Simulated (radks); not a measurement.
Results of a calculation; reference values are marked as such.
Question: Radial electron density D(r) = 4 pi r^2 rho(r) of an atom or ion with 34 electrons. Code: a radial shooting solver on a logarithmic mesh with Libxc functionals. Model: Dirac Kohn-Sham, PBE, spin-unpolarised, spherical densities, finite nucleus; Fermi nuclear charge, rms radius of each element as measured or else 0.836 A^(1/3) + 0.57 fm.

r (bohr)   D(r) (e/bohr)
0.0008358          2.372
0.0009653          3.027
0.001115           3.853
0.001287           4.890
0.001487           6.186
0.001717           7.796
0.001983           9.783
0.00229            12.21
0.002624           14.99
0.00303            18.49
0.0035             22.64
0.004042           27.48
0.004668           33.03
0.00539            39.24
0.006225           46.01
0.00719            53.13
0.008303           60.30
0.009589           67.11
0.01107            73.06
0.01279            77.61
0.01477            80.31
0.01706            80.89
0.0197             79.42
0.02275            76.47
0.02607            73.32
0.0301             71.01
0.03477            71.23
0.04015            75.03
0.04637            82.30
0.05355            91.43
0.06185            99.49
0.07142            103.1
0.08249            100.3
0.09526            91.67
0.11               81.05
0.1271             73.83
0.1467             73.76
0.1695             79.85
0.1957             86.14
0.226              85.26
0.259              74.66
0.2991             56.11
0.3454             37.41
0.3989             24.72
0.4606             18.72
0.532              15.71
0.6144             12.16
0.7096             7.659
0.8195             3.693
0.9464             1.248
1.093             0.2769
1.262             0.2610
1.458             0.3784
1.684             0.1272
1.944            0.03457
2.245             0.4807
2.572             0.7653
2.971             0.4987
3.431             0.1563
3.963            0.02383
4.576           0.001690

What is the nuclear charge?

Answer: Z = 60. The innermost maximum, from 1s, lies near gamma/Z bohr with gamma = sqrt(1 - (Z/c)^2) = 0.899, here 0.015 bohr (found: 0.0165), and its height grows with Z. The density is that of the neodymium ion Nd26+ in [Ar] 3d10 4s2 4p3 7f1; the configuration itself is not fixed sharply by these data, and Z only to a few units. D(r) has 5 maxima, at r = 0.0165, 0.0726, 0.209, 1.42, 2.57 bohr, and minima at 0.0321, 0.137, 1.17 bohr, inside which lie 2.02, 11.12, 33.10 electrons.
